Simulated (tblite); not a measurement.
Run record: tight-binding relaxation, `C=C=C(C#CC)C(=O)[SiH2]O`.

Computed with GFN2-xTB geometry optimisation, gas phase (tblite 0.8.0). Start geometry: from a force field or distance geometry. The command runs a driver script over a list of jobs; the input below is this job's line of settings and its coordinates in Å.

Command:
```bash
OMP_NUM_THREADS=1 python probes_run.py task.json out
```

Input:
```
{"job": {"kind": "relax", "xc": "GFN2-xTB", "basis": "xTB"}, "charge": 0, "multiplicity": 1}
C      0.138600     3.428600    -0.282800
C     -0.029500     2.149300    -0.193600
C     -0.180100     0.851400    -0.088900
C      0.769800     0.149700     0.671000
C      1.579000    -0.463000     1.338200
C      2.562700    -1.193500     2.121800
C     -1.339300     0.216200    -0.783700
O     -2.165100     0.827700    -1.442900
Si    -1.602700    -1.659600    -0.665800
O     -2.959600    -2.168100    -1.506300
H     -0.574500     4.023500    -0.859200
H      0.954600     3.927100     0.209200
H      2.569900    -0.836500     3.169500
H      3.576900    -1.061400     1.710100
H      2.339400    -2.254900     2.136100
H     -0.441400    -2.397800    -1.193500
H     -1.775800    -2.086200     0.747700
H     -3.431600    -1.446300    -1.951800
```

Output:
```
step      E/eV     max force
  0    -782.79805    2.095
  1    -782.91426    2.646
  2    -782.93235    2.756
  3    -782.99486    0.834
  4    -783.01244    0.813
  5    -783.03661    0.528
  6    -783.07664    0.385
  7    -783.08402    0.248
  8    -783.09018    0.233
  9    -783.09497    0.169
... (86 lines left out)
 96    -784.50714    0.027
 97    -784.50721    0.018
 98    -784.50727    0.020
 99    -784.50735    0.022
100    -784.50741    0.017
101    -784.50746    0.015
102    -784.50748    0.015
103    -784.50751    0.013
104    -784.50755    0.013
105    -784.50757    0.009
```

«max force» is the largest atomic force in eV/Å.

Task: From which step on does the largest force stay under 0.1 eV/Å, and how much energy is left to gain from there?

Result: From step 47 (0.068 eV/Å), 13.3 meV above the end.

In short: energy lowered by 39.4 kcal/mol over 105 steps; largest atomic force 0.009 eV/Å at the end.

Task: Give the final coordinates.

Result: 0.467 Å rms from the input after alignment:
```
atom  x, y, z in Å
C1     0.0533    3.5013   -0.4027
C2    -0.0247    2.2297   -0.2074
C3    -0.1745    0.9296   -0.0612
C4     0.7561    0.1416    0.6612
C5     1.5424   -0.5253    1.2798
C6     2.4819   -1.3350    2.0194
C7    -1.3314    0.2287   -0.6651
O8    -2.2228    0.8162   -1.2545
Si9   -1.4446   -1.6861   -0.5325
O10   -2.8065   -2.0672   -1.3223
H11    0.5686    3.9169   -1.2546
H12   -0.3842    4.2093    0.2833
H13    2.4983   -1.0264    3.0646
H14    3.4825   -1.2204    1.6028
H15    2.1921   -2.3839    1.9635
H16   -0.3024   -2.2897   -1.2105
H17   -1.5677   -2.0800    0.8668
H18   -3.3251   -1.3530   -1.6956
```

The run took 0.82 s wall on Arm Neoverse V2, one thread (shared host).
Labels such as C1 count atoms from 1, the log's own numbers from 0.
